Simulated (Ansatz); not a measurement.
Input file for Ansatz (a first-principles code): R-r2SCAN/def2-TZVPPD on CH6S2 (a complex). Files ending in .json are basis or fitting sets from the Basis Set Exchange.

Ansatz 0.2 input:
```yaml
crystal:
  periodic: [false, false, false]
  atoms:
    - {symbol: S, position_ang: [0.59624197, 0.39125548, 0.22883725]}
    - {symbol: H, position_ang: [0.16097036, 0.80605790, 1.43809472]}
    - {symbol: H, position_ang: [-0.63877004, 0.04382232, -0.16652665]}
    - {symbol: C, position_ang: [-0.26576626, -1.21370703, 3.68027250]}
    - {symbol: S, position_ang: [-0.31561008, 0.57880717, 4.01148720]}
    - {symbol: H, position_ang: [0.14229970, -1.75577546, 4.53013622]}
    - {symbol: H, position_ang: [-1.29934160, -1.52080369, 3.52988093]}
    - {symbol: H, position_ang: [0.30142552, -1.42658005, 2.77662312]}
    - {symbol: H, position_ang: [1.00394305, 0.75245460, 4.19220349]}
basis:
  gaussian:
    orbitals: def2-TZVPPD.json
hamiltonian:
  xc: {name: r2SCAN}
scf: {lower_state_search: off}
```

Question: Predict the final total energy.

Answer: -838.0526 hartree.
